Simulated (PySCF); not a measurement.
An isoelectronic set: 68 electrons

r²SCAN in PySCF with def2-TZVPP on every atom (core potentials on Sb, Te, I), for the lowest determinant that a PBE0 search found; no spin–orbit coupling. All have 68 electrons, 12 of them in the valence shells, and the same state, a triplet (π ↑↑). For ions De leads to the atom and ion picked by measured ionisation energies and electron affinities.

| species | difference of nuclear charges | Re (Å) | ωe (cm⁻¹) | k (mdyn/Å) | De (eV) | dissociates to | Mayer bond order |
| --- | --- | --- | --- | --- | --- | --- | --- |
| Se2 | 0 | 2.173 | 393 | 3.64 | 3.91 | Se + Se | 2.05 |
| SbCl | 34 | 2.344 | 371 | 2.20 | 3.26 | Sb + Cl | 1.08 |
| TeS | 36 | 2.231 | 482 | 3.52 | 3.84 | Te + S | 2.04 |
| PI | 38 | 2.377 | 375 | 2.07 | 2.63 | P + I | 1.43 |

Spin–orbit coupling is left out, which matters for elements this heavy, above all for dissociation energies. States were picked by a PBE0 search and need not be the measured ground states.
